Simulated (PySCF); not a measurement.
## From a computed spectrum to the compound

A species of 11 atoms with charge 1 has these harmonic modes (PBE0, small Gaussian bases with core potentials, PySCF 2.14.0):

```json
{"cm⁻¹": "131", "km/mol": "4.4", "symmetry": "a"}
{"cm⁻¹": "138", "km/mol": "0.3", "symmetry": "b"}
{"cm⁻¹": "148", "km/mol": "0.1", "symmetry": "a"}
{"cm⁻¹": "516", "km/mol": "83.9", "symmetry": "b"}
{"cm⁻¹": "536", "km/mol": "19.1", "symmetry": "a"}
{"cm⁻¹": "585", "km/mol": "15.1", "symmetry": "b"}
{"cm⁻¹": "627", "km/mol": "0.0", "symmetry": "a"}
{"cm⁻¹": "631", "km/mol": "1.7", "symmetry": "b"}
{"cm⁻¹": "641", "km/mol": "3.5", "symmetry": "a"}
{"cm⁻¹": "1072", "km/mol": "22.1", "symmetry": "b"}
{"cm⁻¹": "1073", "km/mol": "3.0", "symmetry": "a"}
{"cm⁻¹": "1089", "km/mol": "0.4", "symmetry": "a"}
{"cm⁻¹": "1098", "km/mol": "22.5", "symmetry": "b"}
{"cm⁻¹": "1198", "km/mol": "277.1", "symmetry": "b"}
{"cm⁻¹": "1224", "km/mol": "104.4", "symmetry": "a"}
{"cm⁻¹": "1246", "km/mol": "114.8", "symmetry": "b"}
{"cm⁻¹": "1256", "km/mol": "4.4", "symmetry": "a"}
{"cm⁻¹": "1268", "km/mol": "7.1", "symmetry": "b"}
{"cm⁻¹": "1269", "km/mol": "0.1", "symmetry": "a"}
{"cm⁻¹": "2179", "km/mol": "146.0", "symmetry": "b"}
{"cm⁻¹": "2181", "km/mol": "9.3", "symmetry": "a"}
{"cm⁻¹": "2203", "km/mol": "29.4", "symmetry": "a"}
{"cm⁻¹": "2207", "km/mol": "382.7", "symmetry": "b"}
{"cm⁻¹": "2270", "km/mol": "14.9", "symmetry": "b"}
{"cm⁻¹": "2286", "km/mol": "163.9", "symmetry": "a"}
{"cm⁻¹": "2699", "km/mol": "24.6", "symmetry": "b"}
{"cm⁻¹": "2700", "km/mol": "13.8", "symmetry": "a"}
```

Task: Which species is it, and in which structure?

Result: [La(BH4)2]+ (singlet):
```xyz
11

La    0.0000    0.0000   -0.2558
B     2.0411    0.0021    1.1916
H     2.9604    0.0239    1.9613
H     1.1120   -0.7852    1.5471
H     2.3216   -0.3156    0.0097
H     1.4366    1.1158    1.0926
B    -2.0411   -0.0020    1.1917
H    -2.9604   -0.0237    1.9614
H    -1.1120    0.7854    1.5470
H    -2.3216    0.3156    0.0097
H    -1.4366   -1.1157    1.0928
```
Ideal gas at 298.15 K and 1 bar: S = 323.8 J/(mol K), Cp = 93.3 J/(mol K), H − H(0 K) = 18.3 kJ/mol (rigid rotor, harmonic modes, spin degeneracy alone). 
 This is one of several that fit.
